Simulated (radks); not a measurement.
Results of a calculation; reference values are marked as such.
Eu33+, configuration [Ar] 3d10 4s2. Level of theory: Dirac Kohn-Sham, PBE, spin-unpolarised, spherical densities, finite nucleus; Fermi nuclear charge, rms radius 5.1115 fm (a radial shooting solver on a logarithmic mesh with Libxc functionals).

Normalised radial functions P(r) = r R(r) (large component), r in bohr:

```
   r/bohr * 3p1/2, o 3d3/2 (the largest magnitude, 2.25, reaches the edge; | marks zero, & curves that meet)
 0.002645                             o*
 0.003362                             o*
 0.004274                             o*
 0.005477                             o *
 0.006963                             o *
 0.008852                             o  *
  0.01125                             o    *
  0.01431                             o     *
  0.01819                             |o      *
  0.02312                             |o         *
  0.02939                             | o          *
  0.03736                             |  o           *
   0.0475                             |    o          *
  0.06038                             |        o    *
  0.07676                             |        *   o
  0.09758                             *                 o
    0.124                  *          |                      o
   0.1577       *                     |                         o
   0.2005  *                          |                         o
   0.2569    *                        |                     o
   0.3266           *                 |              o
   0.4151                    *        |       o
   0.5278                          *  |  o
   0.6709                            *|o
   0.8529                             &
    1.084                             &
    1.378                             &
```

3p1/2: eigenvalue -2785.2 eV, 1 radial node at r = 0.0977 bohr, <r> = 0.234 bohr, 90 % of the charge inside 0.351 bohr. 3d3/2: eigenvalue -2356.3 eV, 0 radial nodes, <r> = 0.217 bohr, 90 % of the charge inside 0.338 bohr.
